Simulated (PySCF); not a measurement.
Compound: C3H10GeN2.
Atom-mapped SMILES: `[CH2:1]=[N:2][GeH2:3][N:4]([CH3:5])[CH3:6]` (hydrogens: H7, H8 on C1; H9, H10 on Ge3; H11, H12, H13 on C5; H14, H15, H16 on C6)

Structure used (PBE0-D3(BJ)/def2-SVP), in Å, numbered top down from 1:
```xyz
16
C3H10GeN2 angstrom
C      3.0725   -0.3678    0.0670
N      1.9193   -0.7717    0.3817
Ge     0.5889    0.4207    0.8936
N     -0.7844    0.1098   -0.2722
C     -1.1979   -1.2527   -0.4989
C     -1.8355    1.0830   -0.4031
H      3.4039    0.6943    0.0708
H      3.8488   -1.0934   -0.2447
H      0.2667    0.0845    2.3704
H      1.0138    1.8990    0.7312
H     -1.6158   -1.3623   -1.5169
H     -0.3342   -1.9294   -0.4211
H     -1.9763   -1.6020    0.2133
H     -2.2865    1.0304   -1.4116
H     -1.4404    2.1038   -0.2775
H     -2.6624    0.9506    0.3279
```

Theory: core-valence-separated Tamm–Dancoff BHandHLYP/aug-pcX-1 (pcseg-1 on H, def2-SVPD on Ge) in PySCF, non-relativistic, gas phase, PBE0-D3(BJ)/def2-SVP geometry.

Computed nitrogen K-edge spectrum, Gaussian lines of 0.5 eV full width, highest printed point 100; it ends one width below the last computed root. The energies are unshifted.

```csv
photon energy (eV),absorption
395.0,1
395.1,3
395.2,10
395.3,25
395.4,49
395.5,78
395.6,99
395.7,100
395.8,81
395.9,53
396.0,28
396.1,11
396.2,4
396.3,1
396.4,0
396.5,0
396.6,0
396.7,0
396.8,0
396.9,0
397.0,0
397.1,0
397.2,0
397.3,0
397.4,0
397.5,0
397.6,0
397.7,0
397.8,0
397.9,0
398.0,0
398.1,0
398.2,0
398.3,0
398.4,0
398.5,0
398.6,0
398.7,0
398.8,0
398.9,2
399.0,5
399.1,11
399.2,22
399.3,34
399.4,44
399.5,51
399.6,56
399.7,58
399.8,55
399.9,47
400.0,34
400.1,22
400.2,14
400.3,12
400.4,13
400.5,15
400.6,17
400.7,18
400.8,20
400.9,23
401.0,27
```

Q: Assign the maxima to core holes.

A: 2 maxima:
- 395.7 eV: N2 (C=N nitrogen), 395.66 eV, f = 0.059, 100 % of the height at the exact maximum
- 399.7 eV: N2 (C=N nitrogen), 399.81 eV, f = 0.027, 73 % of the height at the exact maximum; N4 (nitrogen bonded to 2 C and Ge), 399.43 eV, f = 0.021, 27 % of the height at the exact maximum

Further lines of some strength in the range: N4, 400.46 eV, f = 0.005.

Roots within 0.03 eV on the same or equivalent atoms count as one line; shares under 12 % aren't listed.

Vibrational structure and lifetime widths aren't in the curve. The ionisation threshold wasn't computed; near and above it a finite basis only mimics Rydberg series and continuum. Relativistic effects, spin–orbit coupling among them, are left out although an element past zinc is present.

One conformer stands for the species.
